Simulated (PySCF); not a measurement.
## How the method moves the HOMO and LUMO of `Cl[BH-]1[NH2+][BH2-][NH2+]1`

B₂ClH₇N₂.
Geometry (PBE0-D3(BJ)/def2-SVP, Å), atoms numbered from 1 in this order:
```
atom  x, y, z in Å
Cl1   -0.499   -2.048    0.555
B2    -0.795   -0.621   -0.564
N3    -1.884    0.371    0.011
B4    -0.794    1.533   -0.161
N5     0.356    0.460   -0.464
H6    -1.026   -0.937   -1.710
H7    -2.143    0.171    0.975
H8    -2.732    0.454   -0.542
H9    -1.030    2.202   -1.148
H10   -0.602    2.162    0.862
H11    0.898    0.597   -1.312
H12    0.997    0.295    0.309
```

Basis pcSseg-2 throughout (PySCF), one geometry. The structure is a single PBE0-D3(BJ)/def2-SVP conformer in the gas phase; no vibrational or solvent corrections.

Task: How do the orbital energies, the gap and the dipole change with the method?

Result: 
```
   method                    kind  HOMO (eV)  LUMO (eV)  gap (eV)  μ (D)  SCF cycles
     BLYP                     GGA      -6.45      -0.54      5.91   1.38          14
     OPBE                     GGA      -6.53      -0.42      6.11   1.40          13
      PBE                     GGA      -6.56      -0.52      6.04   1.38          13
    B97-D                     GGA      -6.57      -0.38      6.18   1.43          14
     BP86                     GGA      -6.66      -0.39      6.27   1.40          13
      KT2                     GGA      -6.66      -0.52      6.14   1.41          14
      LDA                     LDA      -6.66      -0.62      6.04   1.39          13
      KT3                     GGA      -6.69      -0.71      5.98   1.40          14
    B97-2           global hybrid      -7.66       0.27      7.92   1.49          12
    B3LYP           global hybrid      -7.69      -0.08      7.60   1.47          12
     PBE0           global hybrid      -7.91       0.24      8.15   1.48          12
 mPW1PW91           global hybrid      -7.93       0.22      8.15   1.49          12
BHandHLYP           global hybrid      -9.18       0.77      9.95   1.57          12
CAM-B3LYP  range-separated hybrid      -9.31       0.92     10.23   1.52          12
  wB97X-D  range-separated hybrid      -9.80       1.96     11.76   1.52          12
  LC-wPBE  range-separated hybrid     -10.68       2.09     12.77   1.55          12
       HF            Hartree–Fock     -11.17       2.43     13.60   1.68          10
```

The HOMO spans 4.72 eV, from BLYP down to HF, and the gap runs from 5.91 eV (BLYP) to 13.60 eV (HF). Over the methods BLYP (0 %), OPBE (0 %), PBE (0 %), B97-D (0 %), BP86 (0 %), KT2 (0 %), LDA (0 %), KT3 (0 %), B97-2 (21 %), B3LYP (20 %), PBE0 (25 %), mPW1PW91 (25 %), BHandHLYP (50 %), HF (100 %), a straight line through the gap against the share of exact exchange rises by 0.76 eV for each 10 % (correlation coefficient 0.998). The dipole ranges from 1.38 D (BLYP) to 1.68 D (HF). This basis has no diffuse functions.
